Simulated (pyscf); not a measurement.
Thermochemistry of product channels of bromide (Br⁻) + bromomethane (H₃C–Br) on the singlet surface, in kJ/mol, from CCSD(T)/def2-TZVPPD + ΔMP2(QZVPPD) energies (ideal gas, 1 atm, RRHO with modes under 100 cm⁻¹ raised to 100, one conformer, R ln 2 for rigid chiral ones). Single points on ωB97X-D3(BJ)/def2-SVPD structures (PySCF, gas phase). MP2 and CC: frozen core, UHF for open shells. ΔMP2 is the change of the MP2 total energy from the triple- to the quadruple-zeta basis.

```csv
products,ΔE,ΔH(298 K),ΔG(298 K),ΔG(600 K)
hydrogen bromide (HBr) + H₂C⁻–Br,+307.1,+286.6,+273.1,+258.6
bromine (Br–Br) + CH₃⁻,+451.9,+434.5,+425.7,+416.1
```

These are energies of the channels, which say nothing of barriers. The CCSD(T) − MP2 part came from Ansatz, without density fitting, on the same reference. The frozen core leaves the outer d or s,p core shells of the metals and heavy elements correlated in the MP2 and CC values, and def2-TZVPP describes them poorly, which can shift differences by a few kcal/mol. Elements up to Kr have no core potential and no relativistic terms here.
